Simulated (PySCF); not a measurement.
Cl₂H₅NSi₂. Atoms are numbered in the order given.

```xyz
10

Si     0.5490    -0.7226     0.0000
Cl     1.1879     0.3220     1.6956
Cl     1.1879     0.3220    -1.6956
Si    -1.7941    -0.5497     0.0000
N     -2.2250     1.1351     0.0000
H      1.2557    -2.0313     0.0000
H     -2.3386    -1.1967    -1.2267
H     -2.3386    -1.1967     1.2267
H     -1.9814     1.6718     0.8298
H     -1.9814     1.6718    -0.8298
```
Charge 0, spin multiplicity 1.

Geometry optimised at B3LYP-D3(BJ)/def2-SVP. This is a generated structure with no PubChem entry under its InChIKey; it may be hypothetical. Other conformers were not sampled.

Calculation: PBE/pcSseg-1 in PySCF.

GIAO shieldings, no solvent; atoms alike by connectivity are averaged. δ = σ(ref) − σ: ²⁹Si against TMS (σ = 335.4 ppm); ³⁵Cl against HCl (σ = 936.5 ppm); ¹⁵N against NH3 (σ = 267.0 ppm); ¹H against TMS (σ = 31.49 ppm), references at their B3LYP-D3(BJ)/def2-TZVP geometries, non-relativistic (without spin–orbit terms, shifts of atoms bonded to Cl or Br come out too high).

| atoms | nucleus | count | δ (ppm) |
|---|---|---|---|
| Si1 | ²⁹Si | 1 | [?] |
| Si4 | ²⁹Si | 1 | -47.7 |
| Cl2, Cl3 | ³⁵Cl | 2 | 65.5 |
| N5 | ¹⁵N | 1 | [?] |
| H6 | ¹H | 1 | 6.60 |
| H7, H8 | ¹H | 2 | [?] |
| H9, H10 | ¹H | 2 | 0.28 |

**Question.** Fill in the missing entries. (Estimate from the structure and the level; the computed values follow.)

**Answer.** 
- N5, δ (ppm): -3.1
- Si1, δ (ppm): 30.7
- H7, H8, δ (ppm): 5.20
